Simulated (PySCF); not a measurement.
**Zn (zinc, neutral): MN15 calculation**

Configuration: [Ar] 3d10 4s2, closed-shell 1S. All numbers are calculated (PySCF 2.14, no relativity, point nucleus, in pcseg-2).

| Item | Value |
| --- | --- |
| Total energy | -1779.795 hartree |
| One-electron energy | -2482.371 hartree |
| Hartree (Coulomb) energy | 773.996 hartree |
| Exchange-correlation energy | -71.420 hartree |
| Kinetic energy | 1776.44217 hartree |
| ⟨S²⟩ | 0.0000 |
| ⟨L²⟩ | 0.000 |
| Sum of ⟨r⟩ | 22.01 bohr |
| Sum of ⟨r²⟩ | 34.27 bohr² |
| Density at the nucleus (Gaussians lack the cusp) | 18200 bohr⁻³ |
| Langevin diamagnetic susceptibility | -27.1 ×10⁻⁶ cm³/mol |
| Time after the integrals | 1.5 s of wall time on 1 thread of Neoverse-V1 (shared host) |

```json
{"shell": "1s", "electrons": "2", "mean orbital energy (hartree)": "-344.82805", "rms radius, mean of both spins (bohr)": "0.0592"}
{"shell": "2s", "electrons": "2", "mean orbital energy (hartree)": "-41.21275", "rms radius, mean of both spins (bohr)": "0.251"}
{"shell": "2p", "electrons": "6", "mean orbital energy (hartree)": "-36.85960", "rms radius, mean of both spins (bohr)": "0.221"}
{"shell": "3s", "electrons": "2", "mean orbital energy (hartree)": "-4.59768", "rms radius, mean of both spins (bohr)": "0.756"}
{"shell": "3p", "electrons": "6", "mean orbital energy (hartree)": "-3.17977", "rms radius, mean of both spins (bohr)": "0.786"}
{"shell": "3d", "electrons": "10", "mean orbital energy (hartree)": "-0.54837", "rms radius, mean of both spins (bohr)": "1.04"}
{"shell": "4s", "electrons": "2", "mean orbital energy (hartree)": "-0.27158", "rms radius, mean of both spins (bohr)": "3.02"}
```
